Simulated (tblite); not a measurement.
C₄H₁₄BPSi.
Numbering: `[BH2:1][PH:2][SiH2:3][C:4]([CH3:5])([CH3:6])[CH3:7]` (hydrogens: H8, H9 on B1; H10 on P2; H11, H12 on Si3; H13, H14, H15 on C5; H16, H17, H18 on C6; H19, H20, H21 on C7)

Geometry (GFN2-xTB, Å), atoms numbered from 1 in this order:
```
atom  x, y, z in Å
B1     3.8032    0.4524   -0.5458
P2     2.1540    1.0630   -0.0515
Si3    0.7817   -0.6725   -0.3352
C4    -0.9844   -0.1351    0.2006
C5    -1.9466   -1.3040    0.0020
C6    -0.9940    0.2812    1.6713
C7    -1.4457    1.0456   -0.6531
H8     4.7428    0.6428    0.1222
H9     3.9149   -0.0201   -1.6111
H10    2.2396    1.1325    1.3233
H11    1.1862   -1.8724    0.4196
H12    0.8014   -0.9985   -1.7664
H13   -1.6592   -2.1538    0.6164
H14   -2.9600   -1.0133    0.2765
H15   -1.9544   -1.6248   -1.0367
H16   -1.9987    0.5702    1.9799
H17   -0.6661   -0.5367    2.3106
H18   -0.3340    1.1324    1.8308
H19   -0.7411    1.8724   -0.5781
H20   -1.5262    0.7569   -1.6989
H21   -2.4221    1.3987   -0.3221
```

Computed values, GFN2-xTB/tblite, gas phase, harmonic and unscaled. This tight-binding method is rough: wavenumbers can miss measured ones by several per cent, in bad cases by 10 to 20. Modes of hydrogen on boron, phosphorus and silicon can be 10 to 20 % off. One conformer, not necessarily the lowest.

Harmonic wavenumbers (cm⁻¹): 28.7, 50.4, 93.5, 126.8, 209.2, 222.7, 241.6, 258.8, 269.7, 270.1, 360.2, 368.4, 388.7, 443.1, 491.5, 549.6, 584.2, 609.0, 676.3, 720.8, 758.5, 769.4, 802.7, 867.8, 885.5, 966.4, 972.9, 972.9, 1032.3, 1034.5, 1160.6, 1225.2, 1226.7, 1228.4, 1408.5, 1411.2, 1431.3, 1493.8, 1496.3, 1498.7, 1510.5, 1512.7, 1515.1, 2154.1, 2213.1, 2342.3, 2626.1, 2668.3, 2998.7, 3001.9, 3008.4, 3013.0, 3018.4, 3021.5, 3027.9, 3032.5, 3038.2.

A = 3332, B = 934.5, C = 882.7 MHz; mass 132.070 u (most abundant isotopes); point group C1, symmetry number 1.

Task: Zero-point energy?

Result: ½Σν̃ = 36655 cm⁻¹ = 104.80 kcal/mol.

Task: What is S at 273.15 K and 1 bar for an ideal gas of classical rigid rotors and harmonic oscillators?

Result: Translation 40.14, rotation 28.89, vibration 33.34: S = 102.4 cal/(mol K).

Task: And Cp and H(273.15 K) − H(0)?

Result: Cp = 42.36 cal/(mol K), of which vibrations give 34.41 (their classical limit is 57 R = 113.3); H(273.15 K) − H(0) = 6.95 kcal/mol without the zero-point energy, 4.78 from vibrations.

Task: Which modes carry the vibrational entropy at 273.15 K?

Result: 28.7 cm⁻¹: 5.74; 50.4 cm⁻¹: 4.63; 93.5 cm⁻¹: 3.41; 126.8 cm⁻¹: 2.83; 209.2 cm⁻¹: 1.89; 222.7 cm⁻¹: 1.78 cal/(mol K); the other 51 give 13.06 together.

Task: Blend soft modes into free rotors: weight 1/[1 + (100 cm⁻¹/ν̃)⁴] for the oscillator and the rest for a rotor with moment μB/(μ + B), μ = h/(8π²ν), B = 10⁻⁴⁴ kg m². What vibrational entropy results?

Result: 30.15 cal/(mol K) in place of 33.34, which changes −T·S at 273.15 K by +0.87 kcal/mol.

Hindered rotation and anharmonicity are outside this model. Other conformers, if any are populated, would add a mixing term that is left out. The structure is chiral; the term R ln 2 for an equal mix with its mirror image is left out.
